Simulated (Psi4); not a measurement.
water (H₂O), singlet, at a GFN2-xTB geometry, atoms displaced at random by about 0.05 Å a coordinate. Base run: PBE0/def2-SV(P) (Psi4).

Input for Psi4:
```
memory 2 GB

molecule mol {
0 1
  O     0.004955   -0.086748    0.176717
  H    -0.135178    0.767042   -0.388877
  H     0.055933   -0.760272   -0.373657
}

set basis def2-sv(p)
set reference rks

optimize('pbe0')
print_variables()
```

The base run was repeated with changes; each row names its change, and settings that it needs were set with it.

```tsv
change	ΔE vs base (kJ/mol)	optimiser steps	core-seconds (rough)
base	0.00	6	20
opt_coordinates = both	0.00	6	10
hess_update = bofill	0.00	6	10
hess_update = none	0.00	6	10
opt_coordinates = cartesian	0.00	11	20
intrafrag_hess = simple	0.00	7	20
step_type = sd	0.00	9	20
```
